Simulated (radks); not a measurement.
Initial-state core-level shifts of the thallium ion Tl+ when its valence configuration changes from [Hg]. Method: Dirac Kohn-Sham, PBE, spin-unpolarised, spherical densities, finite nucleus; open shells are shared between the two j in proportion to 2j + 1; Fermi nuclear charge, rms radius 5.4759 fm; computed with a radial shooting solver on a logarithmic mesh with Libxc functionals. Shifts are changes of the shell-averaged eigenvalues in eV (positive: less bound); the change of the density at the nucleus, which sets a Mossbauer isomer shift, is in e/bohr^3, on a base of 2.523e+06.

valence,2p,4s,5s,5p,density at nucleus
[Xe] 4f14 5d9 6s2 6p1,-6.107,-5.995,-5.697,-5.433,+76.8
[Xe] 4f13 5d10 6s2 6p1,-20.847,-20.343,-10.210,-8.785,+282.2
[Xe] 4f14 5d8 6s2 6p2,-12.291,-12.023,-11.339,-10.771,+157.6
[Xe] 4f14 5d10 6s1 6p1,-1.863,-1.882,-1.885,-1.883,-208.2
[Xe] 4f14 5d10 6s1.5 6p0.5,-0.947,-0.956,-0.958,-0.957,-101.8
[Xe] 4f12 5d10 6s2 6p2,-42.601,-41.301,-20.574,-17.700,+580.4
[Xe] 4f14 5d8.5 6s2 6p1.5,-9.188,-9.003,-8.524,-8.112,+116.6
[Xe] 4f13 5d9 6s2 6p2,-27.209,-26.536,-15.991,-14.263,+365.7
[Xe] 4f13 5d10 6p3,-24.290,-23.824,-13.676,-12.228,-212.7
